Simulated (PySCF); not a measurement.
## Ba: excitation energy

Ba [Xe] 6s2 (1S) → Ba [Xe] 5d1 6s1 (3D), as a difference of total energies. All numbers are calculated (PySCF 2.14, scalar relativity through the core potential, in def2-QZVPPD with the def2 core potential (46 electrons) (7s5p3d2f1g, 60 functions)). Correlated levels: valence: 5s2 5p6 frozen; valence and next inner shell: nothing frozen outside the core potential. The calculations carry no spin-orbit coupling.

```json
{"method": "UHF", "excitation energy (eV)": "0.803", "error (eV)": "-0.357"}
{"method": "LDA", "excitation energy (eV)": "0.982", "error (eV)": "-0.178"}
{"method": "PBE", "excitation energy (eV)": "0.840", "error (eV)": "-0.320"}
{"method": "PBE0", "excitation energy (eV)": "0.844", "error (eV)": "-0.316"}
{"method": "r2SCAN", "excitation energy (eV)": "0.548", "error (eV)": "-0.612"}
{"method": "LC-wPBE", "excitation energy (eV)": "0.881", "error (eV)": "-0.279"}
{"method": "TPSSh", "excitation energy (eV)": "0.832", "error (eV)": "-0.328"}
{"method": "B97-3", "excitation energy (eV)": "1.262", "error (eV)": "+0.102"}
{"method": "PBEsol", "excitation energy (eV)": "0.833", "error (eV)": "-0.327"}
{"method": "MP2 (valence)", "excitation energy (eV)": "1.175", "error (eV)": "+0.015"}
{"method": "SCS-MP2 (valence)", "excitation energy (eV)": "1.331", "error (eV)": "+0.171"}
{"method": "MP2 (valence and next inner shell)", "excitation energy (eV)": "1.253", "error (eV)": "+0.093"}
{"method": "SCS-MP2 (valence and next inner shell)", "excitation energy (eV)": "1.369", "error (eV)": "+0.209"}
```

Reference: 1.160 eV (measured; NIST levels, between the centres of gravity of the two terms).

Errors of the correlated levels include the incompleteness of this basis and the frozen core.
